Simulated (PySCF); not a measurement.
This PySCF input asks for the NMR shieldings of SMILES C(/C=N/[Si@@H](CC=C)Cl)=N\C, C6H11ClN2Si; the geometry comes from GFN2-xTB.

```python
import basis_set_exchange as bse
import numpy as np
from pyscf import gto, dft
from pyscf.prop import nmr

atoms = """
C    -3.804047    0.758965    0.949138
C    -2.726597    0.723274    0.185808
C    -2.509951   -0.239330   -0.926152
Si   -1.210141   -1.563013   -0.466963
Cl   -1.035305   -2.904656   -1.966690
N     0.287474   -0.735695   -0.501265
C     1.177472   -0.391651    0.320025
C     2.333428    0.370228   -0.123360
N     3.220043    0.706503    0.710079
C     4.365651    1.437809    0.297255
H    -3.912886    1.466216    1.753355
H    -4.628901    0.082751    0.793560
H    -1.910699    1.411938    0.365740
H    -2.166572    0.296085   -1.813012
H    -3.447476   -0.735268   -1.178121
H    -1.611542   -2.284454    0.740239
H     1.161773   -0.632649    1.386635
H     2.374912    0.611342   -1.193230
H     5.248474    0.859599    0.574642
H     4.396740    2.366501    0.869413
H     4.389232    1.661208   -0.777566
"""
names = dict.fromkeys(["C", "Si", "Cl", "N", "H"], "pcSseg-1")
basis = {el: gto.basis.parse(bse.get_basis(n, elements=[el], fmt="nwchem")) for el, n in names.items()}
mol = gto.M(atom=atoms, basis=basis, charge=0, verbose=0)
mf = dft.RKS(mol, xc="PBE0")
mf.grids.level = 2
mf.grids.alignment = dft.numint.BLKSIZE   # the property module wants whole blocks of grid points
mf.conv_tol = 1e-9
mf.kernel()

calc = nmr.RKS(mf)   # GIAO
C = mf.mo_coeff
Co = C[:, mf.mo_occ > 0]
resp = mf.gen_response(singlet=True, hermi=2)
def vind(x):   # induced exchange potential for any number of trial vectors
    d = np.einsum("pi,xij,qj->xpq", C, 2 * x.reshape(-1, C.shape[1], Co.shape[1]), Co, optimize=True)
    return np.einsum("xpq,pi,qj->xij", resp(d - d.transpose(0, 2, 1)), C, Co, optimize=True).ravel()
mo1, _ = nmr.rhf.solve_mo1(calc, with_cphf=vind)
sigma = calc.kernel(mo1)
for i, s in enumerate(sigma):   # ppm
    w = np.linalg.eigvalsh((s + s.T) / 2)
    print("%2d %-2s iso %8.1f  s11 %8.1f  s22 %8.1f  s33 %8.1f" % (i, mol.atom_pure_symbol(i), w.mean(), *w))
```

Task: Give the expected output.

Result: 
```
 0 C  iso     64.6  s11    -47.8  s22     85.3  s33    156.2
 1 C  iso     47.7  s11    -74.0  s22     52.4  s33    164.7
 2 C  iso    154.3  s11    135.0  s22    152.7  s33    175.2
 3 Si iso    359.7  s11    341.6  s22    357.7  s33    379.8
 4 Cl iso    925.6  s11    834.8  s22    950.6  s33    991.3
 5 N  iso   -148.2  s11   -534.8  s22   -142.2  s33    232.2
 6 C  iso      8.0  s11    -82.3  s22     -4.6  s33    110.8
 7 C  iso     15.9  s11    -82.5  s22     46.4  s33     83.9
 8 N  iso   -174.8  s11   -646.9  s22   -144.5  s33    267.0
 9 C  iso    134.3  s11    113.1  s22    116.9  s33    172.8
10 H  iso     26.5  s11     23.4  s22     25.5  s33     30.6
11 H  iso     26.3  s11     22.9  s22     25.5  s33     30.6
12 H  iso     26.0  s11     23.8  s22     24.6  s33     29.4
13 H  iso     29.4  s11     25.9  s22     28.7  s33     33.6
14 H  iso     29.8  s11     25.8  s22     30.2  s33     33.4
15 H  iso     26.2  s11     23.0  s22     24.6  s33     31.0
16 H  iso     23.1  s11     20.9  s22     21.3  s33     27.0
17 H  iso     23.8  s11     20.7  s22     24.0  s33     26.8
18 H  iso     27.3  s11     24.8  s22     26.2  s33     31.0
19 H  iso     27.3  s11     24.9  s22     26.2  s33     30.9
20 H  iso     28.3  s11     26.0  s22     27.2  s33     31.6
```

These numbers come from an equivalent density-fitted implementation of the same equations, which agrees with the script to about 0.01 ppm for H and up to a few tenths of a ppm for heavy atoms, so last digits may differ.

Task: Turn these shieldings into chemical shifts. Shifts are taken against calculated references (same method and geometry level): 13C (σref 186.93) and 29Si (σref 349.16) and 1H (σref 31.72) against TMS; 35Cl (σref 949.78) vs HCl; NH3 for 15N (σref 267.73).

Result: Averaging equivalent atoms: C 6: 179.0; C 7: 171.0; C 1: 139.2; C 0: 122.4; C 9: 52.6; C 2: 32.6; Si 3: -10.5; Cl 4: 24; N 8: 442.5; N 5: 416.0; H 16: 8.66; H 17: 7.89; H 12: 5.76; H 15: 5.54; H 11: 5.39; H 10: 5.24; H 18/19/20: 4.06; H 13: 2.31; H 14: 1.92 ppm. Experimental scales use liquid or dissolved standards, which lie at an offset from isolated NH3 (liquid NH3: subtract about 20 ppm). Unscaled 15N shifts of sp2 nitrogen come out 20 to 40 ppm too high even then.

Size and cost of the density-fitted run: 239 basis functions, 93 s wall time on 1 thread of an Intel Xeon, shared host; peak memory 1.1 GiB.
